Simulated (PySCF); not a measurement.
Compound: 4-(methylthio)aniline, C7H9NS.
Geometry (PBE0-D3(BJ)/def2-SVP, Å), atoms numbered from 1 in this order:
```xyz
18
C7H9NS angstrom
C      3.4635   -0.3121   -0.5641
S      2.5239   -0.1913    0.9625
C      0.8598   -0.0175    0.3930
C      0.4642   -0.0318   -0.9475
C     -0.8765    0.1082   -1.2981
C     -1.8719    0.2675   -0.3245
N     -3.1979    0.4594   -0.6735
C     -1.4677    0.2810    1.0219
C     -0.1327    0.1419    1.3711
H      3.3543    0.5901   -1.1845
H      4.5155   -0.4050   -0.2614
H      3.1871   -1.2029   -1.1481
H      1.1984   -0.1558   -1.7446
H     -1.1553    0.0968   -2.3555
H     -3.8779    0.2263    0.0385
H     -3.4652    0.1191   -1.5881
H     -2.2176    0.4083    1.8076
H      0.1483    0.1568    2.4276
```

Level of theory: PBE0-D3(BJ)/def2-SVP geometry optimisation, gas phase in PySCF 2.14.0.

Take the most abundant isotopes and a rigid rotor. The values belong to one conformer with, in the numbering `[CH3:1][S:2][c:3]1[cH:4][cH:5][c:6]([NH2:7])[cH:8][cH:9]1`, C1–S2–C3–C4 2°.

What are A, B and C (MHz)?

Ia = 122.88, Ib = 663.05, Ic = 782.22 u·Å²; 505379 MHz·u·Å²/I gives A = 4113, B = 762.2, C = 646.1 MHz.

What kind of rotor is it?

A near-prolate asymmetric top; Ray's κ = -0.933.

What does the inertial defect say?

Not planar: Δ = Ic − Ia − Ib = -3.72 u·Å². For a rigid frame Δ = −2 Σ m c², so Σ m c² = 1.86 u·Å² lies off the ab plane: 1.80 from hydrogen and 0.06 from heavier atoms. The atom farthest from that plane is 0.93 Å away.

Give the other two planar moments, Paa and Pbb, and the rms extents of the mass along the axes.

Paa = Σ m a² = (Ib + Ic − Ia)/2 = 661.19 and Pbb = Σ m b² = (Ia + Ic − Ib)/2 = 121.03 u·Å². With the mass M = 139.05 u, the rms extents √(P/M) along a, b and c are 2.18, 0.93, 0.12 Å.

Predict some low-J microwave lines.

The dipole components are |μa| = 1.69 D, |μb| = 1.46 D, |μc| = 0.91 D. Intensities carry the squares of the components, which stand as 1.00 : 0.74 : 0.29 (a : b : c). Some lines, for components of 0.1 D or more:

```json
{"type": "b", "branch": "R", "J(Ka,Kc)": "3(0,3) ← 2(1,2)", "MHz": "976", "lower level (cm⁻¹)": "0.249"}
{"type": "a", "branch": "R", "J(Ka,Kc)": "2(1,2) ← 1(1,1)", "MHz": "2700", "lower level (cm⁻¹)": "0.159"}
{"type": "a", "branch": "R", "J(Ka,Kc)": "2(0,2) ← 1(0,1)", "MHz": "2814", "lower level (cm⁻¹)": "0.047"}
{"type": "c", "branch": "Q", "J(Ka,Kc)": "3(1,3) ← 3(0,3)", "MHz": "3073", "lower level (cm⁻¹)": "0.281"}
{"type": "c", "branch": "Q", "J(Ka,Kc)": "2(1,2) ← 2(0,2)", "MHz": "3237", "lower level (cm⁻¹)": "0.141"}
{"type": "b", "branch": "R", "J(Ka,Kc)": "1(1,1) ← 0(0,0)", "MHz": "4759", "lower level (cm⁻¹)": "0.000"}
{"type": "a", "branch": "R", "J(Ka,Kc)": "4(2,3) ← 3(2,2)", "MHz": "5631", "lower level (cm⁻¹)": "0.737"}
{"type": "a", "branch": "R", "J(Ka,Kc)": "4(3,1) ← 3(3,0)", "MHz": "5639", "lower level (cm⁻¹)": "1.305"}
{"type": "a", "branch": "R", "J(Ka,Kc)": "4(2,2) ← 3(2,1)", "MHz": "5660", "lower level (cm⁻¹)": "0.737"}
{"type": "b", "branch": "R", "J(Ka,Kc)": "4(1,4) ← 3(0,3)", "MHz": "8468", "lower level (cm⁻¹)": "0.281"}
{"type": "c", "branch": "Q", "J(Ka,Kc)": "3(2,2) ← 3(1,2)", "MHz": "9879", "lower level (cm⁻¹)": "0.407"}
{"type": "b", "branch": "Q", "J(Ka,Kc)": "3(2,2) ← 3(1,3)", "MHz": "10576", "lower level (cm⁻¹)": "0.384"}
{"type": "c", "branch": "R", "J(Ka,Kc)": "2(2,1) ← 1(1,1)", "MHz": "13100", "lower level (cm⁻¹)": "0.159"}
{"type": "b", "branch": "R", "J(Ka,Kc)": "2(2,0) ← 1(1,1)", "MHz": "13103", "lower level (cm⁻¹)": "0.159"}
{"type": "c", "branch": "R", "J(Ka,Kc)": "4(2,2) ← 3(1,2)", "MHz": "15554", "lower level (cm⁻¹)": "0.407"}
{"type": "b", "branch": "R", "J(Ka,Kc)": "4(2,2) ← 3(1,3)", "MHz": "16251", "lower level (cm⁻¹)": "0.384"}
{"type": "c", "branch": "R", "J(Ka,Kc)": "3(3,0) ← 2(2,0)", "MHz": "21266", "lower level (cm⁻¹)": "0.596"}
{"type": "b", "branch": "R", "J(Ka,Kc)": "4(3,2) ← 3(2,1)", "MHz": "22668", "lower level (cm⁻¹)": "0.737"}
{"type": "b", "branch": "R", "J(Ka,Kc)": "4(3,1) ← 3(2,2)", "MHz": "22683", "lower level (cm⁻¹)": "0.737"}
{"type": "c", "branch": "Q", "J(Ka,Kc)": "4(4,1) ← 4(3,1)", "MHz": "23854", "lower level (cm⁻¹)": "1.493"}
{"type": "b", "branch": "Q", "J(Ka,Kc)": "4(4,0) ← 4(3,1)", "MHz": "23854", "lower level (cm⁻¹)": "1.493"}
{"type": "c", "branch": "R", "J(Ka,Kc)": "4(4,1) ← 3(3,1)", "MHz": "29493", "lower level (cm⁻¹)": "1.305"}
{"type": "b", "branch": "R", "J(Ka,Kc)": "4(4,0) ← 3(3,1)", "MHz": "29493", "lower level (cm⁻¹)": "1.305"}
```

PBE0-D3(BJ)/def2-SVP frequencies: not computed here. These are rigid-rotor constants of the computed structure; measured ground-state constants (B0) also hold zero-point vibration. A rigid rotor knows nothing of inversion at nitrogen or internal rotation, which can split or shift real lines. Quadrupole hyperfine structure (14N) is left out.
